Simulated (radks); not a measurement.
Question: All-electron atom: Bi XLVII in [Kr] 4d1 (the NIST ground configuration). Method: scalar-relativistic Kohn-Sham, r2SCAN, spin-polarised, spherical densities, finite nucleus; open shells are filled with parallel spins first (spin-orbit coupling, left out, can overturn this in heavy ions); meta-GGA in the generalised Kohn-Sham scheme; Fermi nuclear charge, rms radius 5.5211 fm; computed with a radial shooting solver on a logarithmic mesh with Libxc functionals. Some entries of the table are withheld. Estimate them.

orbital  occ.  eigenvalue (Ry)  <r> (bohr)  <r^2> (bohr^2)
1s up       1        -6836.908     0.01580       0.0003464
1s down     1        -6836.907     0.01580       0.0003464
2s up       1        -1368.799     0.06643        0.005235
2s down     1        -1368.645     0.06642        0.005235
2p up       3        -1195.493     0.06049        0.004477
2p down     3        -1195.369     0.06049        0.004476
3s up       1        -453.1339      0.1694         0.03280
3s down     1        -453.0874      0.1694         0.03279
3p up       3        -403.1186      0.1709         0.03381
3p down     3        -403.0580      0.1708         0.03379
3d up       5              (1)      0.1544             (2)
3d down     5              (3)      0.1544             (4)
4s up       1        -209.8769      0.3420          0.1314
4s down     1        -209.5014      0.3421          0.1315
4p up       3        -191.3112      0.3540          0.1417
4p down     3        -190.9410      0.3541          0.1418
4d up       1        -171.7875         (5)          0.1409
4d down     0        -171.4117         (6)          0.1410

Answer: 
(1) 3d up eigenvalue (Ry): -354.2009
(2) 3d up <r^2> (bohr^2): 0.02774
(3) 3d down eigenvalue (Ry): -354.0848
(4) 3d down <r^2> (bohr^2): 0.02774
(5) 4d up <r> (bohr): 0.3512
(6) 4d down <r> (bohr): 0.3512
